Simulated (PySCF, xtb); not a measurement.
Ge(AsH2)(H)3 (AsGeH₅), SMILES [AsH2][GeH3].

Harmonic wavenumbers (cm⁻¹) from GFN2-xTB (xtb) at its own minimum, in rising order: 107, 261, 369, 380, 660, 678, 805, 880, 881, 1004, 1875, 1902, 1912, 1971, 1977.

### Question
What does r2SCAN-D4/def2-TZVP in PySCF give at its own minimum? (The exact figures need the calculation; the answer reports its results.)

### Answer
138, 265, 422, 439, 652, 696, 803, 884, 887, 988, 2136, 2150, 2153, 2192, 2205. Paired by order, the mean absolute difference is 93 cm⁻¹ and the zero-point energies are 22.4 and 24.3 kcal/mol.
